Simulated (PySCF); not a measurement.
**Magnetic susceptibility: SMILES FC(C([SiH2]PB)(F)F)(F)F, C2H5BF5PSi**

Molfile (atoms numbered from 1):
```
C2H5BF5PSi
     RDKit          3D

 15 14  0  0  0  0  0  0  0  0999 V2000
    3.4038   -0.2166   -0.0127 B   0  0  0  0  0  0  0  0  0  0  0  0
    1.9291    0.5012   -0.8246 P   0  0  0  0  0  0  0  0  0  0  0  0
    0.2136   -0.6358   -0.0415 Si  0  0  0  0  0  4  0  0  0  0  0  0
   -1.2600    0.6247   -0.1920 C   0  0  0  0  0  0  0  0  0  0  0  0
   -1.0148    1.6343   -1.0693 F   0  0  0  0  0  0  0  0  0  0  0  0
   -1.4932    1.2274    1.0075 F   0  0  0  0  0  0  0  0  0  0  0  0
   -2.5323   -0.0880   -0.6205 C   0  0  0  0  0  0  0  0  0  0  0  0
   -2.7541   -1.1408    0.1821 F   0  0  0  0  0  0  0  0  0  0  0  0
   -3.6330    0.6594   -0.6053 F   0  0  0  0  0  0  0  0  0  0  0  0
   -2.3957   -0.5746   -1.8599 F   0  0  0  0  0  0  0  0  0  0  0  0
    4.2732    0.4614    0.3671 H   0  0  0  0  0  0  0  0  0  0  0  0
    3.5078   -1.3806    0.0006 H   0  0  0  0  0  0  0  0  0  0  0  0
    1.7679    1.7564   -0.2632 H   0  0  0  0  0  0  0  0  0  0  0  0
   -0.0791   -1.7448   -0.9477 H   0  0  0  0  0  0  0  0  0  0  0  0
    0.0625   -1.0755    1.3520 H   0  0  0  0  0  0  0  0  0  0  0  0
  1  2  1  0
  2  3  1  0
  3  4  1  0
  4  5  1  0
  4  6  1  0
  4  7  1  0
  7  8  1  0
  7  9  1  0
  7 10  1  0
  1 11  1  0
  1 12  1  0
  2 13  1  0
  3 14  1  0
  3 15  1  0
M  END
```

Method used: PySCF 2.14.0, GIAO PBE0/pcSseg-1 magnetisability, rotational g tensor and spin-rotation constants, non-relativistic, gas phase. Geometry: GFN2-xTB.

**Question.** What are the magnetisability and the molar susceptibility?

**Answer.** Isotropic -1477 × 10⁻³⁰ J/T², or -88.9 × 10⁻⁶ cm³/mol; principal values -1671, -1428, -1331 × 10⁻³⁰ J/T², anisotropy 304 × 10⁻³⁰ J/T² (root of half the summed squared differences of the principal values). The susceptibility is in cgs units.

**Question.** Split it along the inertial axes a, b, c into diamagnetic and paramagnetic parts about the centre of mass, with the quadrupole moment.

**Answer.** 
```tsv
axis	χ (10⁻⁶ cm³/mol)	diamagnetic (10⁻⁶ cm³/mol)	paramagnetic (10⁻⁶ cm³/mol)	summed x² of all electrons (Å²)	quadrupole Θ (D Å)
a	-87.0	-677.9	591.0	435.3	-0.57
b	-83.1	-2141.5	2058.4	90.3	+2.17
c	-96.7	-2229.8	2133.0	69.5	-1.60
```
Anisotropies 2χaa − χbb − χcc = +5.8 and 2χbb − χaa − χcc = +17.6 × 10⁻⁶ cm³/mol. Θ is traceless in Buckingham's convention.

**Question.** And the rotational g tensor?

**Answer.** 
| axis | rotational constant (GHz) | g | nuclear part | electronic part |
| --- | --- | --- | --- | --- |
| a | 1.9770 | -0.0394 | 0.5094 | -0.5489 |
| b | 0.5386 | -0.0121 | 0.5087 | -0.5209 |
| c | 0.5182 | -0.0078 | 0.5115 | -0.5193 |

Asymmetric top; isotopes 11B, 12C, 19F, 1H, 31P, 28Si; no vibrational averaging.
